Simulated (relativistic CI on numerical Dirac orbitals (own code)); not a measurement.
## Radial parameters of Pd29+

These numbers are calculated, not measured: Dirac-Coulomb-Breit CI, orbitals from a KLI potential per configuration, a model potential for QED, unscaled Slater integrals (own radial code, finite nucleus).

Slater integrals F^k, G^k are unscaled and averaged over j, outside the closed core [Ne]; ζ comes from projecting the Hamiltonian with its Breit term on Σ l·s of the shell.

- 3s²3p⁵: ζ(3p) = 195050 cm⁻¹; <r>(3p) = 0.3322, <r^2>(3p) = 0.1273 (bohr units).
- 3s²3p⁴3d: F^2(3p,3p) = 298310, ζ(3p) = 194760, F^2(3p,3d) = 299450, G^1(3p,3d) = 319900, G^3(3p,3d) = 213830, ζ(3d) = 24812 cm⁻¹; <r>(3p) = 0.3326, <r^2>(3p) = 0.1276, <r>(3d) = 0.2964, <r^2>(3d) = 0.1017 (bohr units).
- 3s3p⁵3d: G^1(3s,3p) = 377810, ζ(3p) = 194650, G^2(3s,3d) = 239780, F^2(3p,3d) = 299220, G^1(3p,3d) = 319790, G^3(3p,3d) = 213710, ζ(3d) = 25004 cm⁻¹; <r>(3s) = 0.3418, <r^2>(3s) = 0.133, <r>(3p) = 0.3329, <r^2>(3p) = 0.1278, <r>(3d) = 0.2967, <r^2>(3d) = 0.1019 (bohr units).

Averages of the first 10 configurations, taken without configuration mixing, which lowers the lowest level and can move excited configurations by several eV; other configurations of the list can lie among them:

```csv
Configuration,Parity,States,Average energy above the lowest level (eV)
3s²3p⁵,odd,6,19.7
3s3p⁶,even,2,150.5
3s²3p⁴3d,even,150,170.3
3s3p⁵3d,odd,120,295.6
3p⁶3d,even,10,433.7
3s3p⁴3d²,even,1350,445.5
3s²3p³3d4p,even,1200,998.1
3p⁶4s,even,2,1066.7
3s²3p⁴4s,even,30,801.3
3s3p⁴3d4s,even,600,1071.3
```
